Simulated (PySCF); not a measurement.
## HPrO, triplet: molecular constants

All numbers come from UPBE/[Pr def2-SVP with ECP28, O def2-SVP, H def2-SVP], scalar-relativistic core potentials, density fitting, no spin–orbit coupling, PySCF.

The structure is a minimum.

```
Point group                                                                   : Cs
Bond lengths                                                                  : Pr–H 2.140 Å, Pr–O 1.801 Å
Bond angles                                                                   : H–Pr–O 113.9°
Entropy at 298.15 K and 1 bar (electronic part: spin only)                    : 275.3 J/(mol K)
Principal quadrupole moments (Buckingham, traceless) about the centre of mass : -14.09, 2.29, 11.80 D Å
Enthalpy at 298.15 K above 0 K                                                : 11.36 kJ/mol
Highest occupied level (α)                                                    : -3.26 eV
Zero-point energy                                                             : 13.9 kJ/mol
Heat capacity Cp at 298.15 K                                                  : 43.8 J/(mol K)
Lowest empty level (α)                                                        : -2.65 eV
Dipole moment                                                                 : 5.70 D
Rotational symmetry number                                                    : 1
Spin squared ⟨S²⟩                                                             : 2.014
Rotational constants                                                          : 4.514, 0.3525, 0.327 cm⁻¹
Principal polarisabilities                                                    : 35.6, 49.9, 65.6 bohr³
```

Harmonic modes (masses in u: Pr 140.908, O 15.995, H 1.008):
```json
{"ω (cm⁻¹)": "265", "IR (km/mol)": "151", "type": "bend"}
{"ω (cm⁻¹)": "836", "IR (km/mol)": "219", "type": "stretch"}
{"ω (cm⁻¹)": "1220", "IR (km/mol)": "423", "type": "stretch"}
```

Charges (e):
```csv
atom,Mulliken,Löwdin,polar tensor,spin (Mulliken),Mayer order to Pr1
Pr1,0.64,0.32,1.42,2.11,–
O2,-0.35,-0.09,-0.89,-0.08,2.33
H3,-0.29,-0.23,-0.53,-0.03,0.90
```

Mulliken populations on Pr1 (electrons outside its core potential): s 4.36, p 12.17, d 11.36, f 2.45.

Outer orbital energies (eV). α occupied: -20.81, -16.79, -6.72, -6.72, -6.14, -4.81, -3.30, -3.26; empty: -2.65, -2.50, -2.43, -2.14. β occupied: -24.12, -20.27, -20.02, -16.60, -6.71, -6.71, -6.05, -4.75; empty: -2.15, -1.64, -1.59, -1.45.

Formally Pr is in oxidation state +3, with 2 electrons left for the f, d and s shells; the Mulliken f population is 2.45 and the spin on Pr 2.11.

The spin densities have lower symmetry than the nuclear frame, so modes carry no symmetry labels. This need not be the most stable arrangement of these atoms. Other spin states or occupations of the open shell can lie lower. The pruned grid is coarse for the open f shell: energies are uncertain by about 2 kJ/mol and soft modes are noisy. No spin–orbit coupling is included, which matters more the heavier the element.

The final relaxation and frequency run took roughly 3 core-minutes on a shared host.
